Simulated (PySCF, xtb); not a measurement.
Positional isomers: propene methyl+boryl. Isolated molecules, 0 K electronic values unless said otherwise. One relaxed conformer stands for each flexible species; it need not be the lowest. Strings in code marks are SMILES.

Quantity: electronic energy of isomers of C4H9B relative to `BC=C(C)C`, in kcal/mol.

Level 1: M06-2X/def2-TZVP (PySCF)
Level 2: B3LYP/6-311+G** // M06-2X/def2-TZVP (PySCF)
Level 3: HF/STO-3G // M06-2X/def2-TZVP (PySCF)
Level 4: GFN2-xTB (xtb)

```tsv
species	level 1	level 2	level 3	level 4
`BCC(=C)C`	6.52	8.17	8.00	4.93
`B/C(C)=C/C`	2.66	3.06	2.21	2.53
`BC(=C)CC`	5.64	6.33	4.95	6.57
```
